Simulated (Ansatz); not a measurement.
Input file for H$_{7}$InNSbSi, SMILES `[NH2][Sb]([SiH3])[InH2]`:

```yaml
crystal:
  periodic: [false, false, false]
  atoms:
    - {symbol: N, position_ang: [-1.703215, 1.221332, -0.359766]}
    - {symbol: Sb, position_ang: [-1.126931, 0.023033, 1.234739]}
    - {symbol: Si, position_ang: [1.353346, 0.611856, 0.772537]}
    - {symbol: In, position_ang: [-0.081236, -1.887840, -0.496883]}
    - {symbol: H, position_ang: [-2.258281, 1.997596, -0.018308]}
    - {symbol: H, position_ang: [-2.282772, 0.706211, -1.011629]}
    - {symbol: H, position_ang: [1.874834, -0.110210, -0.450995]}
    - {symbol: H, position_ang: [2.248657, 0.193144, 1.883747]}
    - {symbol: H, position_ang: [1.502130, 2.060118, 0.484418]}
    - {symbol: H, position_ang: [-0.480698, -1.699603, -2.162665]}
    - {symbol: H, position_ang: [0.954167, -3.115636, 0.124804]}
basis:
  gaussian: {orbitals: def2-SVP}
correlation: {method: ccsd_t}
```

```sh
$ ansatz run in.yaml --threads 2 --pin off --events-out ev --progress --plain --max-ram 32768MiB --backend cuda --devices 0, --max-vram 18GiB
```

The program prints (abridged):

```
Functional definition: HF
1344 factors; integrals over basis functions are off by at most 1.1e-3 eV
mean field evaluation 1: about -21106.6517 eV, gradient 3.1e1 eV
mean field evaluation 2: about -21106.6657 eV, gradient 3.1e1 eV
mean field evaluation 4: about -21109.4111 eV, gradient 3.2e0 eV
mean field evaluation 8: about -21109.4644 eV, gradient 1.7e-1 eV
mean field -21109.46472599 eV, -775.7585201709 hartree, gradient 9.4e-7 eV, S^2 0.000000; 0 other end points of the search recorded, 0 dependent functions left out
14 core orbitals not correlated: weight in the atoms' cores, before any rotation towards them, 1.000 or more for the frozen orbitals, at most 0.000 for the correlated occupied ones
reference -21109.46472599 eV, -775.7585201709 hartree; 22, 22 occupied and 83, 83 virtual orbitals, 1344 factors
second order -13.39669340 eV of doubles, -0.00000000 eV of singles
cycle   1  -14.36933774 eV  change   -9.7e-1 eV  update   1.1e-1
cycle   2  -14.89945655 eV  change   -5.3e-1 eV  update   3.5e-2
cycle   3  -14.99541662 eV  change   -9.6e-2 eV  update   1.7e-2
cycle   4  -14.99259113 eV  change    2.8e-3 eV  update   5.0e-3
cycle   5  -14.99099375 eV  change    1.6e-3 eV  update   2.4e-3
cycle   6  -14.99069499 eV  change    3.0e-4 eV  update   9.1e-4
cycle   7  -14.99050382 eV  change    1.9e-4 eV  update   4.0e-4
cycle   8  -14.99058443 eV  change   -8.1e-5 eV  update   1.7e-4
cycle   9  -14.99063400 eV  change   -5.0e-5 eV  update   6.1e-5
cycle  10  -14.99061545 eV  change    1.9e-5 eV  update   2.8e-5
perturbative correction -0.48615760 eV, -0.0178659623 hartree
Total energy: -21124.94149904 eV, -776.3272810900 hartree
```

Hardware: 2 threads of an AMD EPYC 7R13 on a shared host and a share of an NVIDIA H100 80 GB. Wall time 6.5 s, peak host memory 0.79 GiB.

Correlation energy per correlated electron: -0.352 eV. T1 diagnostic: 0.0117.
